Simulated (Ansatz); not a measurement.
Born–Oppenheimer molecular dynamics of CH$_{9}$NO$_{2}$Si$_{2}$ (15 atoms, charge 0, multiplicity 1). It goes on from the last frame of an earlier run, with new velocities.

Computed with RKS PBE/STO-3G in Ansatz 0.2.0.

* ensemble: NVE (velocity Verlet)
* time step: 0.5 fs
* steps asked: 166
* starting velocities drawn for: 100 K
* masses: H 10 u
* seed: 896333

First frame:

```xyz
15
Properties=species:S:1:pos:R:3
Si -0.057 0.275 0.376
O 0.393 -0.119 2.041
C -0.697 0.202 3.027
H -0.749 -0.862 3.636
H -0.453 1.046 3.671
H -1.593 0.635 2.409
H 1.300 0.468 -0.174
O -1.090 1.512 0.193
Si -2.491 1.599 -0.700
H -3.518 0.755 0.007
H -2.977 2.983 -0.708
H -2.473 1.014 -1.957
N -0.931 -1.104 -0.158
H -1.579 -1.679 0.383
H -0.745 -1.605 -1.154
```

Q: How far do the bonds stretch over the last three quarters of this one trajectory? (Pairs bonded in most of those frames.)

A: 
| bond | mean (Å) | spread (Å) | shortest | longest |
| --- | --- | --- | --- | --- |
| Si1–O2 | 1.732 | 0.058 | 1.65 | 1.83 |
| Si1–H7 | 1.465 | 0.016 | 1.44 | 1.49 |
| Si1–O8 | 1.721 | 0.046 | 1.66 | 1.80 |
| Si1–N13 | 1.739 | 0.035 | 1.69 | 1.84 |
| O2–C3 | 1.481 | 0.032 | 1.43 | 1.54 |
| C3–H4 | 1.126 | 0.032 | 1.06 | 1.19 |
| C3–H5 | 1.127 | 0.047 | 1.05 | 1.20 |
| C3–H6 | 1.125 | 0.022 | 1.08 | 1.17 |
| O8–Si9 | 1.741 | 0.062 | 1.63 | 1.83 |
| Si9–H10 | 1.485 | 0.056 | 1.38 | 1.56 |
| Si9–H11 | 1.460 | 0.015 | 1.44 | 1.49 |
| Si9–H12 | 1.467 | 0.048 | 1.40 | 1.57 |
| N13–H14 | 1.046 | 0.045 | 0.97 | 1.13 |
| N13–H15 | 1.051 | 0.046 | 0.97 | 1.13 |

Mean temperature of the second half: 479 K. The conserved energy stayed within 0.14 meV per atom of its start (net change -0.022 meV per atom), so the integration is sound. The kinetic energy rose, since the run started high on the potential surface and went downhill. A run of 0.083 ps of so small a system gives no equilibrium averages. Limits of this set-up: minimal basis.

Time of the run: 8.6 min on 1 thread of Arm Neoverse V2, on a shared host, peak memory 0.1 GiB.
